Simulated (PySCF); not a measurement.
## Correlation energy of O⁺ (oxygen, charge +1)

[He] 2s1 2p4, high-spin 4P determinant (an excited configuration). All numbers are calculated (PySCF 2.14, the spin-free X2C one-electron Hamiltonian (Gaussian nucleus), in x2c-QZVPPall (7s4p3d2f1g, 57 functions)). Frozen: nothing; 7 electrons correlated.

MP2 pair energies summed by pair of shells (mhartree):

| pair | energy | share (%) |
| --- | --- | --- |
| 2p-2p | -87.72 | 68.1 |
| 2s-2p | -16.66 | 12.9 |
| 1s-1s | -14.93 | 11.6 |
| 1s-2p | -8.15 | 6.3 |
| 1s-2s | -1.42 | 1.1 |

Total MP2 correlation energy: -128.87 mhartree.

Same-spin part -34.59 and opposite-spin part -94.28 mhartree; SCS-MP2 scales them by 1/3 and 6/5 to -124.67 mhartree.

This basis was not built for core-valence correlation, so the inner-shell part is incomplete.
